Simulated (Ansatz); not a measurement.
`[SiH3][Si](Cl)Cl` radical, relaxed with UKS PBE0-D4/def2-TZVP in Ansatz 0.2.0 from a PBE-D4/def2-SVP geometry. The force threshold is 0.005 eV/Å; the program also tests the step.

The species carries charge 0 and has multiplicity 2.

Start:

```xyz
7

Si   -0.647    0.117   -0.791
Si    0.333   -0.566    1.255
Cl    0.706    1.168    2.373
Cl    2.162   -1.479    0.790
H    -0.896   -1.104   -1.630
H    -1.945    0.810   -0.490
H     0.287    1.055   -1.506
```

```json
{"step": "1", "energy (eV)": "-40837.5166", "largest force (eV/Å)": "0.555", "largest move (Å)": "0.000"}
{"step": "2", "energy (eV)": "-40837.5485", "largest force (eV/Å)": "0.111", "largest move (Å)": "0.035"}
{"step": "3", "energy (eV)": "-40837.5510", "largest force (eV/Å)": "0.038", "largest move (Å)": "0.023"}
{"step": "4", "energy (eV)": "-40837.5516", "largest force (eV/Å)": "0.017", "largest move (Å)": "0.017"}
{"step": "5", "energy (eV)": "-40837.5517", "largest force (eV/Å)": "0.018", "largest move (Å)": "0.026"}
{"step": "6", "energy (eV)": "-40837.5518", "largest force (eV/Å)": "0.004", "largest move (Å)": "0.007"}
```

End:

```xyz
7

Si   -0.641    0.127   -0.803
Si    0.347   -0.538    1.221
Cl    0.715    1.124    2.381
Cl    2.141   -1.473    0.831
H    -0.889   -1.095   -1.609
H    -1.926    0.797   -0.481
H     0.253    1.058   -1.541
```

Run time 13 s (4 threads of an Intel Xeon 6975P-C on a shared host); peak host memory 0.61 GiB.
